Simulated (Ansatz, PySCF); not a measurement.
C₃H₃N₂, SMILES [c]1ncc[nH]1, multiplicity 2. Atoms are numbered in the order given.

```xyz
8

C     -1.1528    -0.1181     0.0000
N     -0.6572     1.0550     0.0000
C      0.7121     0.8727     0.0000
C      1.0006    -0.4692     0.0000
N     -0.2297    -1.1036     0.0000
H      1.4049     1.7127     0.0000
H      1.9400    -1.0171     0.0000
H     -0.4003    -2.0999     0.0000
```
Charge 0, spin multiplicity 2.

Coordinates come from a PBE0-D3(BJ)/def2-SVP optimisation. The isomer is the one that the SMILES or the coordinates give; other isomers of the formula were not compared.

Two levels are set side by side: PBE-D3(BJ)/def2-SVP (PySCF) and PBE0-D3(BJ)/def2-SVP (Ansatz, a quantum-chemistry and plane-wave program). Each level has its own optimised geometry; the coordinates shown are those of the second. Frequencies come from the Hessian of PySCF at each geometry. Differences are taken from unrounded values.

```tsv
quantity	PBE0-D3(BJ)	PBE-D3(BJ)	PBE-D3(BJ) minus PBE0-D3(BJ)
mean bond length (Å)	1.244	1.254	0.010
bond C1–N2 (Å)	1.274	1.282	0.009
bond C1–N5 (Å)	1.350	1.362	0.012
bond N2–C3 (Å)	1.381	1.391	0.010
bond C3–C4 (Å)	1.373	1.385	0.013
bond C4–N5 (Å)	1.384	1.396	0.011
bond C3–H6 (Å)	1.089	1.097	0.008
bond C4–H7 (Å)	1.088	1.096	0.008
bond N5–H8 (Å)	1.011	1.020	0.009
highest harmonic wavenumber (cm⁻¹)	3702	3573	-129
mean harmonic wavenumber (cm⁻¹)	1448	1391	-57
zero-point energy (kcal/mol)	37.26	35.79	-1.47
```

GGA bonds tend to be longer and softer than those of functionals with exact exchange. Differences between two approximate levels are no errors against the true value.
